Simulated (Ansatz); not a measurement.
`F[SiH2]S[SiH2]Cl` + `C[SiH2]N(C)[SiH3]` → `CN([SiH3])[SiH2]Cl` + `C[SiH2]S[SiH2]F`  (redistribution)

Gas-phase electronic energies from Ansatz, PBE0-D4/def2-TZVP geometries. CCSD(T)/CBS is the MP2 limit (def2-TZVPP, def2-QZVPP) plus CCSD(T) − MP2 in def2-TZVPP, frozen cores. DFT in def2-TZVPP. B3LYP here is the variant with VWN-RPA as its local correlation; programs differ in this. One conformer a species, not always the lowest.

| level | ΔE (kcal/mol) |
| --- | --- |
| B3LYP-D4 | -4.9 |
| PBE | -4.7 |
| r2SCAN | -4.8 |
| HF/CBS(def2) | -5.0 |

(1) What does CCSD(T)/CBS give? (Best estimate.)

Largest T1 diagnostic among the species: 0.011.

## Answers

(1) Computed: -4.7 kcal/mol. The listed levels differ from it by -0.2, 0.0, -0.1, -0.3 kcal/mol.
